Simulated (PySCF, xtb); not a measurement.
FHSSi, SMILES S[Si]F (connectivity only; charge and spin as stated), neutral, multiplicity 1. Other conformers were not sampled.

Harmonic wavenumbers (cm⁻¹) from GFN2-xTB run with xtb at its own minimum, in rising order: 220, 242, 479, 716, 765, 2452.

Task: What does PBE-D3(BJ)/def2-TZVP in PySCF give at its own minimum? (Estimate from the structure and the level; the computed values follow.)

Result: 224, 368, 479, 695, 801, 2610. Paired by order, the mean absolute difference is 58 cm⁻¹ and the zero-point energies are 7.0 and 7.4 kcal/mol.
